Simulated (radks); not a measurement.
Polarisabilities and homonuclear dispersion coefficients (atomic units). Level of theory: scalar-relativistic Kohn-Sham, LDA (Slater exchange, Perdew-Wang correlation), spin-polarised, spherical densities, finite nucleus; open shells are filled with parallel spins first (spin-orbit coupling, left out, can overturn this in heavy ions); Fermi nuclear charge, rms radius of each element as measured or else 0.836 A^(1/3) + 0.57 fm (a radial shooting solver on a logarithmic mesh with Libxc functionals). Response by self-consistent Sternheimer equations with the Hartree and adiabatic LDA kernel, the relativistic mass of each level held fixed and spin-orbit coupling left out. For heavy and open-shell atoms this level of theory can miss by tens of per cent. "Uncoupled" leaves out the induced potential. Quadrupole and octupole values are given only where no p, d or f shell is open.

| species | configuration | alpha1 (bohr^3) | alpha1, uncoupled | C6 | recommended alpha1 |
|---|---|---|---|---|---|
| Al | [Ne] 3s2 3p1 | 65.84 | 95.87 | 578.9 | 57.8 +/- 1 |
| Te2+ | [Kr] 4d10 5s2 5p2 | 14.55 | 24.58 | 97.31 | - |
| Bi | [Hg] 6p3 | 54.92 | 81.55 | 661.2 | 48 +/- 4 |
| Nd+ | [Xe] 4f4 6s1 | 83.98 | 149.4 | 771.5 | - |
| P2+ | [Ne] 3s2 3p1 | 9.037 | 15.25 | 32.27 | - |

Recommended values: Schwerdtfeger and Nagle, table of static dipole polarisabilities (2023 update), measured or computed.
